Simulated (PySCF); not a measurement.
**C₆ coefficients of unlike pairs at PBE**

Calculated with PySCF 2.14 from the dipole response of each species, C₆(A,B) = (3/π) ∫ α_A(iu) α_B(iu) du, in atomic units, from isotropic polarisabilities. For ions this is the dispersion term alone; charge-induced terms of lower order in 1/R come first.

```json
{"species": "Xe(2+)", "configuration": "[Kr] 4d10 5s2 5p4 (3P)", "basis": "x2c-TZVPPall with one added diffuse shell each of s, p, d, f type (9s7p5d3f)", "relativity": "spin-free X2C", "α (bohr³)": "12.86", "C₆ (like pair)": "92.44"}
{"species": "Ru", "configuration": "[Kr] 4d7 5s1 (5F)", "basis": "def2-QZVPPD with the def2 core potential (28 electrons) (7s5p4d4f2g)", "relativity": "core potential", "α (bohr³)": "57.48", "C₆ (like pair)": "539.1"}
{"species": "Xe+", "configuration": "[Kr] 4d10 5s2 5p5 (2P)", "basis": "def2-QZVPPD with the def2 core potential (28 electrons) (8s7p5d4f1g)", "relativity": "core potential", "α (bohr³)": "18.42", "C₆ (like pair)": "160.8"}
{"species": "Li+", "configuration": "1s2 (1S)", "basis": "aug-cc-pCVQZ (9s8p6d4f2g)", "relativity": "none", "α (bohr³)": "0.2078", "C₆ (like pair)": "0.08638"}
```

**Question.** Estimate C₆ for Li+ with Ru.

**Answer.** The integral gives 4.432. The combination rule 2 C_A C_B / (C_A α_B/α_A + C_B α_A/α_B) gives 3.604 and the geometric mean 6.824.

No spin-orbit coupling is included.

The other pairs:

```tsv
pair	C₆
Xe+, Ru	272.2
Li+, Xe(2+)	2.431
Li+, Xe+	3.074
Xe+, Xe(2+)	121.6
Ru, Xe(2+)	200.8
```
